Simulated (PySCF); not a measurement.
## How the method moves the HOMO and LUMO of `BC1=C(F)CC1`

C₄H₆BF.
Cartesian coordinates in Å at the PBE0-D3(BJ)/def2-SVP level; atoms count from 1:
```
atom  x, y, z in Å
B1     2.1165    0.1084    0.1725
C2     0.5997    0.0553    0.0573
C3    -0.3883    0.9352    0.3578
F4    -0.3782    2.1483    0.8452
C5    -1.5561    0.1081   -0.0457
C6    -0.4655   -0.9436   -0.4128
H7     2.6438    1.0973    0.6271
H8     2.8039   -0.8224   -0.1819
H9    -2.2443   -0.1715    0.7681
H10   -2.1462    0.5058   -0.8873
H11   -0.4271   -1.1940   -1.4839
H12   -0.5218   -1.8746    0.1712
```

Basis pcSseg-2 throughout (PySCF), one geometry. Geometry: PBE0-D3(BJ)/def2-SVP; no solvent, vibrations or thermal averaging.

Task: How do the orbital energies, the gap and the dipole change with the method?

Result: 
```tsv
method	kind	HOMO (eV)	LUMO (eV)	gap (eV)	μ (D)	SCF cycles
BLYP	GGA	-6.39	-2.76	3.63	2.40	16
B97-D	GGA	-6.46	-2.74	3.72	2.37	16
OPBE	GGA	-6.51	-2.78	3.73	2.38	16
PBE	GGA	-6.55	-2.91	3.64	2.44	16
KT2	GGA	-6.55	-2.88	3.68	2.41	16
KT3	GGA	-6.56	-2.83	3.73	2.33	16
BP86	GGA	-6.62	-2.97	3.66	2.44	16
LDA	LDA	-6.73	-3.16	3.57	2.55	15
B97-2	global hybrid	-7.35	-2.00	5.36	2.28	14
B3LYP	global hybrid	-7.40	-2.21	5.19	2.31	14
PBE0	global hybrid	-7.61	-2.00	5.60	2.31	14
mPW1PW91	global hybrid	-7.62	-2.01	5.62	2.30	14
BHandHLYP	global hybrid	-8.53	-1.00	7.54	2.20	12
CAM-B3LYP	range-separated hybrid	-8.87	-0.94	7.93	2.24	12
wB97X-D	range-separated hybrid	-9.37	-0.18	9.19	2.22	13
HF	Hartree–Fock	-9.91	1.42	11.32	2.09	12
LC-wPBE	range-separated hybrid	-10.17	0.17	10.34	2.16	14
```

The HOMO spans 3.78 eV, from BLYP down to LC-wPBE, and the gap runs from 3.57 eV (LDA) to 11.32 eV (HF). Over the methods BLYP (0 %), B97-D (0 %), OPBE (0 %), PBE (0 %), KT2 (0 %), KT3 (0 %), BP86 (0 %), LDA (0 %), B97-2 (21 %), B3LYP (20 %), PBE0 (25 %), mPW1PW91 (25 %), BHandHLYP (50 %), HF (100 %), a straight line through the gap against the share of exact exchange rises by 0.77 eV for each 10 % (correlation coefficient 1.000). The dipole ranges from 2.09 D (HF) to 2.55 D (LDA). This basis has no diffuse functions.
